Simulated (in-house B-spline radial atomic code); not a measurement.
Cd²⁺. Computed with a B-spline radial atomic code. Model: non-relativistic spherical atom: semilocal Troullier-Martins pseudo-atom, one channel per l, against all electrons, high spin, G0W0 and RPA with empty states to l = 8, local potential for every l without a channel, a model core (radius 0 = none) keeps its share of the functional.

Without relativity these are model numbers for so heavy an element.

What the tables leave out is listed at the end.

The pseudopotential gives back the lowest level of each angular momentum of its own functional in the configuration it was made in; a second state of the same l is only approximately right. Exact exchange, RPA and GW see the smooth pseudo-orbitals and miss the exchange with the core, for which the functional's share stands in. The column with an uncorrelated core keeps all orbitals and exact exchange, and so separates missing core correlation from pseudisation. Only the three outermost levels and the lowest empty one were computed. RPA here is direct RPA, with no exchange kernel, and its energies carry an (l + 1/2)⁻⁴ tail. A hybrid on a potential with a model core restores only its own semilocal share of the core's exchange.

Command:
```bash
python run_psgw.py task.json out
```
Settings (lengths in bohr, energies in hartree):
```
Z                      48
electrons              46
configuration          [Kr] 4d10
generated_in           [Kr] 4d10
functional             pbe,pbe
core_shells            8
radius_factor          0.9
core_correction        True
```

Cost of the run: 9.9 s on 1 thread of Intel(R) Xeon(R) 6975P-C (Granite Rapids), on a shared host.

Given: made with PBE; model core radius 0.803 bohr; local radius 1.101 bohr; mean-field start PBE.

Valence shells of the generating configuration: 4d.

Channel: s 2.027, p 2.381, d 0.875 (radii in bohr).

Computed: largest level miss in the spin-unpolarised generating configuration 0.001 eV; valence RPA correlation energy pseudo -0.92659 hartree; all-electron RPA polarisability, core included 4.8537 bohr³; pseudo-atom RPA polarisability 5.113 bohr³.

```json
{"level": "4d", "occupied": "1", "mean-field all-electron (eV)": "-30.855", "mean-field pseudo minus all (eV)": "0.001", "G0W0 all-electron (eV)": "-38.348", "G0W0 uncorrelated core minus all (eV)": "-0.322", "G0W0 pseudo minus all (eV)": "3.31", "exchange self-energy all-electron (eV)": "-39.549", "exchange self-energy pseudo (eV)": "-24.628"}
{"level": "5s (empty)", "occupied": "0", "mean-field all-electron (eV)": "-20.287", "mean-field pseudo minus all (eV)": "0", "G0W0 all-electron (eV)": "-16.371", "G0W0 uncorrelated core minus all (eV)": "0.062", "G0W0 pseudo minus all (eV)": "-0.566", "exchange self-energy all-electron (eV)": "-3.9912", "exchange self-energy pseudo (eV)": "-2.5849"}
```

What is the valence RPA correlation energy all-electron orbitals?

-0.55749 hartree.

Given: mean-field start PBE0.

Computed: valence RPA correlation energy all-electron orbitals -0.52743 hartree; valence RPA correlation energy pseudo -0.8904 hartree; pseudo-atom RPA polarisability 5.0659 bohr³.

```
     level  occupied  mean-field all-electron (eV)  mean-field pseudo minus all (eV)  G0W0 all-electron (eV)  G0W0 uncorrelated core minus all (eV)  G0W0 pseudo minus all (eV)  exchange self-energy all-electron (eV)  exchange self-energy pseudo (eV)
        4d         1                       -33.084                             1.324                 -38.476                                 -0.318                       3.497                                  -39.65                           -24.307
5s (empty)         0                       -18.901                            -0.331                 -16.229                                  0.061                      -0.774                                  -3.709                           -2.5539
```

What is the all-electron RPA polarisability, core included?

4.3181 bohr³.

Among the listed levels the largest G0W0 shift of the pseudo-atom is +3.50 eV, for 4d on the PBE0 start, while leaving the core uncorrelated moves that level by -0.32 eV. So pseudisation and the lost core exchange, not the missing core correlation, make the error. Not in the tables (levels of low weight, unsolved or above zero; the highest and the empty levels are kept at any weight): no Hartree-Fock pseudo-atom is run with a model core.
